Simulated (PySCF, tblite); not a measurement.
Isomers of C5H7F2NO, one GFN2-xTB conformer each. Single-point energies are computed at PBE0/pcSseg-1 (PySCF, gas phase, no added dispersion term), electronic only.

Question: Rank them by PBE0/pcSseg-1 energy, lowest first (kcal/mol).
A. `[N:1]#[C:2][C@H:3]([CH2:4][CH2:5][OH:6])[CH:7]([F:8])[F:9]` with C2–C3–C4–C5 -48°, C3–C4–C5–O6 -67°, C4–C5–O6–H -175°, C2–C3–C7–F8 -57°
B. `[F:1][CH:2]([F:3])[O:4][C:5]1=[CH:6][CH2:7][NH:8][CH2:9]1` with F1–C2–O4–C5 168°, C2–O4–C5–C6 11°, C5–C6–C7–N8 -13°, C6–C7–N8–C9 21°, C7–N8–C9–C5 -21°, O4–C5–C9–N8 -168°
C. `[N:1]#[C:2][CH2:3][CH2:4][O:5][C@@H:6]([F:7])[CH2:8][F:9]` with C2–C3–C4–O5 179°, C3–C4–O5–C6 -179°, C4–O5–C6–F7 65°, O5–C6–C8–F9 144°

Answer: A (0.0), B (5.6), C (7.7).

As drawn, the lowest has an O–H bond and two fluorines on one carbon, which the highest lacks. Neighbours under 2.5 kcal/mol apart (FC(F)OC1=CCNC1 and N#CCCO[C@@H](F)CF) can change places with a better method, another conformer or zero-point energy. GFN2-xTB itself gives, in the same order: 16.1, 0.0, 14.9. GFN2-xTB puts FC(F)OC1=CCNC1 lowest instead; measured from each level's own lowest isomer, the values differ by up to 16.1 kcal/mol (N#C[C@H](CCO)C(F)F: 16.1 against 0.0).

Question: Which frontier levels, dipoles and rotational constants go with these structures?

Answer: 
```tsv
SMILES	HOMO (eV, PBE0/pcSseg-1)	LUMO (eV)	dipole (D)	A, B, C (MHz)
N#C[C@H](CCO)C(F)F	-8.51	0.55	4.19	1794, 1444, 1002
FC(F)OC1=CCNC1	-6.85	0.44	1.75	4352, 888.4, 784.9
N#CCCO[C@@H](F)CF	-9.12	0.50	2.77	5413, 553.5, 526.7
```

Question: What happens when harmonic zero-point energies from GFN2-xTB frequencies are added?

Answer: 
```csv
SMILES,ZPE (kcal/mol),electronic (kcal/mol),with ZPE (kcal/mol)
N#C[C@H](CCO)C(F)F,73.4,0.0,0.0
FC(F)OC1=CCNC1,74.6,5.6,6.8
N#CCCO[C@@H](F)CF,72.9,7.7,7.2
```

The zero-point energies span 1.7 kcal/mol. The order is unchanged.
